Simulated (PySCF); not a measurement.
p-chlorotoluene, C₇H₇Cl.
SMILES with atom numbers: `[CH3:1][c:2]1[cH:3][cH:4][c:5]([Cl:6])[cH:7][cH:8]1` (hydrogens: H9, H10, H11 on C1; H12 on C3; H13 on C4; H14 on C7; H15 on C8)

A linear-response calculation (PySCF, def2-SVPD basis, gas phase, vertical, core orbitals frozen in the response) gave these numbers; the functional is withheld.

Orbital energies (eV): HOMO-3 -9.36, HOMO-2 -8.91, HOMO-1 -7.64, HOMO -6.92, LUMO -0.60, LUMO+1 -0.51, LUMO+2 0.54.

```tsv
state	E (eV)	f	main configurations (H = HOMO, L = LUMO)
S1	5.13	0.0077	H→L (74%), H-1→L+1 (25%)
S2	5.76	0.159	H→L+1 (82%), H-1→L (17%)
S3	6.23	0.0001	H→L+2 (88%), H→L+3 (9%)
S4	6.69	0.298	H-1→L+1 (69%), H→L (23%)
S5	6.79	0.658	H-1→L (76%), H→L+1 (15%)
S6	6.82	0.019	H→L+3 (82%), H→L+2 (8%)
```

Triplets, Tamm–Dancoff:

```tsv
state	E (eV)	λ (nm)	main configurations (H = HOMO, L = LUMO)
T1	3.89	318.5	H→L+1 (70%), H-1→L (25%)
T2	4.37	283.7	H→L (93%)
T3	4.62	268.5	H-1→L (72%), H→L+1 (26%)
T4	5.16	240.3	H-1→L+1 (94%)
```

Vertical ionisation energy by ΔSCF with the same functional: 8.70 eV. Mean static polarisability: 96.2 au.

Question: Name the functional.
A. PBE0
B. HF
C. wB97X-D
D. PBE

Answer: A. PBE0 is a global hybrid with 25% exact exchange. In this run −ε(HOMO) = 6.92 eV differs from the ΔSCF value by -1.77 eV, and S1 differs from the orbital gap of 6.32 eV by -1.18 eV. The ratio −ε(HOMO)/IP is 0.80. Small neutral molecules mostly give 0.7 to 0.83 with PBE0, 0.5 to 0.7 with PBE, 0.89 to 0.99 with wB97X-D; with Hartree–Fock the ratio is 1 or more (Koopmans' value less the relaxation energy is the ΔSCF value). The other options: PBE, a GGA without exact exchange; HF, time-dependent Hartree–Fock, 100% exact exchange; wB97X-D, range-separated, 22% exact exchange at short range and 100% at long range (ω = 0.2 bohr⁻¹).

Method: TDDFT PBE0/def2-SVPD, vertical, gas phase, core orbitals frozen in the response in PySCF. Geometry: PBE0-D3(BJ)/def2-SVP; no solvent, vibrations or thermal averaging.
